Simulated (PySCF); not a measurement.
Below is a simulated gas-phase O 1s photoelectron spectrum of (F)2Ti(OSiH2)2O (F2H4O3Si2Ti).

Every computed line was given a Gaussian of 0.5 eV full width at half maximum and an area set by the number of equivalent atoms; the highest printed point is 100. Theory: delta-SCF UKS SCAN, pcX-2 on the ionised atom (unc-x2c-TZVPall on a metal), pcseg-1 elsewhere, spin-free X2C in PySCF 2.14.0.

```csv
binding energy (eV),intensity
537.4,0
537.5,1
537.6,3
537.7,9
537.8,23
537.9,45
538.0,71
538.1,92
538.2,100
538.3,95
538.4,82
538.5,66
538.6,50
538.7,33
538.8,19
538.9,9
539.0,3
539.1,1
539.2,0
```

Question: Count the maxima, the lines and the sites behind this envelope.

Answer: The curve has 1 maximum (at 538.2 eV). Under it lie 2 lines from 2 inequivalent oxygen sites. At this width some lines have no maximum of their own.

Question: Decompose the envelope and assign each component. Bonds: Ti1–F2, Ti1–F3, Ti1–O4, Ti1–O8, O4–Si5, Si5–O6, O6–Si7, Si7–O8. Hydrogens: H9, H10 on Si5; H11, H12 on Si7.

Answer: 
| position (eV) | relative area | line | atoms | environment |
| --- | --- | --- | --- | --- |
| 538.15 | 2 | O 1s | O4/O8 | oxygen bonded to Si and Ti |
| 538.51 | 1 | O 1s | O6 | oxygen bonded to 2 Si |

The listed O 1s values span 0.36 eV, from O4/O8 (bonded to Si and Ti) to O6 (bonded to 2 Si).

The curve has no shake-up lines and no vibrational structure. Atoms equivalent by their bonding share one computed value, that of the first of them. Geometry: PBE0-D3(BJ)/def2-SVP; no solvent, vibrations or thermal averaging. Metal 2p energies of this one-determinant scheme are less reliable than its 1s energies.
